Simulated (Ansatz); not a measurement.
# Match the barriers

Saddle point of BSiH₅F₂, closed shell (BSiH₃F₂ ([F][B]([F])[SiH3]) + H₂ → BHF₂ ([F][BH][F]) + SiH₄; bonds formed: B1–H6, Si2–H5; bonds broken: B1–Si2, H5–H6), PBE0-D4/def2-TZVP structure:

```xyz
9
angstrom
B -0.5507 -0.9028 0.1411
Si 0.3953 1.0558 -0.2302
F -0.9175 -1.4005 -1.0654
F -1.4889 -0.7121 1.1008
H 0.6806 -0.7853 0.4279
H 0.3715 -1.7551 0.6547
H -0.8233 1.6988 -0.7823
H 0.8506 1.7606 0.9954
H 1.4826 1.0408 -1.2422
```

Ansatz 0.2.0; basis: def2-TZVPP, with def2-QZVPP for the basis limit; cores frozen in the correlated methods. B3LYP uses VWN-RPA correlation. Extrapolation: Hartree–Fock as exp(−7.88 √X), correlation as X^−2.97. Four methods, as single points on the PBE0-D4 structures, gave these electronic barriers from the start structure: 0.931, 1.654, 1.780, 2.378 eV.

(1) The methods were, in alphabetical order, B3LYP-D4, CCSD(T), HF, SPW92. Which gave which? (A judgement: the text doesn't fix the answer.)

No T1 diagnostic of these runs exceeds 0.014.

## Answers

(1) By the calculation: SPW92 0.931; B3LYP-D4 1.654; CCSD(T) 1.780; HF 2.378 eV. For comparison, CCSD(T) at an estimated basis limit (MP2 extrapolated from triple and quadruple zeta, plus CCSD(T) − MP2 in triple zeta) gives 1.769 eV.

Labels in which every atom is bracketed show which atoms are joined, not bond orders.

For scale, one of the runs: CCSD(T)/def2-TZVPP, 205 basis functions, launched by `ansatz run in.yaml --threads 4 --pin off --events-out ev --progress --plain --max-ram 9574MiB`. Time: 57 s of wall clock on 4 CPU threads of an Arm Neoverse V1; the host was shared. Peak host memory: 2.7 GiB.
